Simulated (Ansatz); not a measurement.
**A relaxation, step by step**

BH2SF3, singlet, PBE0-D4/def2-TZVP (Ansatz 0.2.0). Settings:

```yaml
hamiltonian: {xc: pbe0, dispersion: d4}
relax: {f_tol: 0.005, max_steps: 200}
```

Start, a step off a saddle point along its unstable mode:

```json
{"atom": "B1", "x (Å)": "-0.6599", "y (Å)": "-0.2780", "z (Å)": "-0.1386"}
{"atom": "S2", "x (Å)": "0.9163", "y (Å)": "1.0957", "z (Å)": "-0.0210"}
{"atom": "F3", "x (Å)": "-0.3398", "y (Å)": "-1.2444", "z (Å)": "-1.0574"}
{"atom": "F4", "x (Å)": "-1.7855", "y (Å)": "0.4398", "z (Å)": "-0.4385"}
{"atom": "H5", "x (Å)": "0.5689", "y (Å)": "0.3942", "z (Å)": "1.0240"}
{"atom": "F6", "x (Å)": "-0.5476", "y (Å)": "-0.6368", "z (Å)": "1.0935"}
{"atom": "H7", "x (Å)": "1.8475", "y (Å)": "0.2293", "z (Å)": "-0.4619"}
```

| step | energy less the last (meV) | largest force component (eV/Å) |
| --- | --- | --- |
| 1 | 1169.8 | 4.711 |
| 3 | 314.1 | 0.647 |
| 5 | 63.7 | 0.393 |
| 7 | 7.0 | 0.033 |
| 9 | 4.5 | 0.201 |
| 11 | 3.1 | 0.032 |
| 13 | 2.8 | 0.022 |
| 15 (rejected trial) | 10.9 | 0.434 |
| 17 (rejected trial) | 3.4 | 0.189 |
| 19 | 1.8 | 0.041 |
| 21 | 1.4 | 0.060 |
| 23 | 0.7 | 0.027 |
| 25 (rejected trial) | 2.1 | 0.214 |
| 27 | 0.4 | 0.024 |
| 29 | 0.3 | 0.017 |
| 31 | 0.2 | 0.052 |
| 33 | 0.1 | 0.009 |
| 35 | 0.0 | 0.013 |
| 37 | 0.0 | 0.007 |
| 39 (rejected trial) | 0.0 | 0.008 |
| 40 | 0.0 | 0.003 |

Step 7, positions (Å) and forces (eV/Å):

| atom | x | y | z | Fx | Fy | Fz |
| --- | --- | --- | --- | --- | --- | --- |
| B1 | -1.038 | -0.557 | -0.218 | 0.003 | 0.015 | -0.004 |
| S2 | 1.130 | 1.209 | -0.044 | 0.013 | 0.018 | -0.003 |
| F3 | -0.492 | -1.245 | -1.202 | -0.025 | -0.012 | -0.013 |
| F4 | -1.934 | 0.371 | -0.482 | -0.005 | -0.013 | -0.009 |
| H5 | 1.221 | 0.965 | 1.272 | 0.033 | 0.008 | -0.009 |
| F6 | -0.876 | -0.969 | 1.026 | -0.020 | -0.028 | 0.015 |
| H7 | 1.991 | 0.226 | -0.352 | 0.002 | 0.012 | 0.025 |

Step 11, positions (Å) and forces (eV/Å):

```csv
atom,x,y,z,Fx,Fy,Fz
B1,-1.079,-0.586,-0.227,0.004,0.015,-0.027
S2,1.151,1.208,-0.045,0.027,-0.017,0.032
F3,-0.541,-1.256,-1.227,0.002,-0.009,0.009
F4,-1.952,0.367,-0.476,0.005,-0.013,0.027
H5,1.292,1.045,1.280,-0.013,0.017,-0.025
F6,-0.913,-1.018,1.008,-0.018,-0.001,-0.006
H7,2.043,0.240,-0.312,-0.008,0.008,-0.010
```

Step 35, positions (Å) and forces (eV/Å):

```
atom       x       y       z      Fx      Fy      Fz
  B1  -1.060  -0.599  -0.246   0.001  -0.006  -0.003
  S2   1.237   1.085  -0.192   0.006  -0.008   0.013
  F3  -0.723  -1.152  -1.393   0.001   0.000   0.000
  F4  -1.902   0.414  -0.227  -0.004   0.006   0.001
  H5   1.108   1.380   1.111   0.001  -0.002  -0.010
  F6  -0.744  -1.202   0.884   0.002   0.001   0.001
  H7   2.084   0.074   0.062  -0.007   0.009  -0.002
```

Last step (40):

B1  (-1.060, -0.600, -0.247)
S2  (1.244, 1.076, -0.198)
F3  (-0.735, -1.146, -1.401)
F4  (-1.897, 0.416, -0.213)
H5  (1.099, 1.397, 1.097)
F6  (-0.736, -1.213, 0.876)
H7  (2.086, 0.070, 0.086)
(Å)

The run took about 57 s on 4 CPU threads of an Arm Neoverse V2 (shared host).
